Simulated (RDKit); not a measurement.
Job for RDKit: MMFF94 on C4H6 (a complex), monomers drawn apart or pushed together.

```python
from rdkit import Chem
from rdkit.Chem import AllChem, rdDetermineBonds

blocks = [
'''6

C    -0.38780770   -0.56419932   -0.41899659
C     0.34346237    0.54122439   -0.43295338
H     0.06642078   -1.54771501   -0.42256377
H    -1.47053193   -0.53076805   -0.40563144
H    -0.11074857    1.52474235   -0.43176067
H     1.42618238    0.50773441   -0.44873624
''',
'''4

C     0.03974718    0.01980325    4.45488794
C     0.05506503    0.02806924    5.65226290
H     0.02717990    0.01113338    3.38963072
H     0.06765150    0.03677067    6.71470787
''',
]
mol = None
for b in blocks:
    f = Chem.MolFromXYZBlock(b)
    rdDetermineBonds.DetermineBonds(f, charge=0)
    mol = f if mol is None else Chem.CombineMols(mol, f)
Chem.SanitizeMol(mol)
print(Chem.MolToSmiles(Chem.RemoveHs(mol)))
ff = AllChem.MMFFGetMoleculeForceField(mol, AllChem.MMFFGetMoleculeProperties(mol), nonBondedThresh=100.0, ignoreInterfragInteractions=False)
e = ff.CalcEnergy()
print(f'MMFF94 energy {e:.6f} kcal/mol')
```

Program output:

```
C#C.C=C
MMFF94 energy 10.222204 kcal/mol
```

The run finished.

Cost: very roughly 0.020 core-seconds.
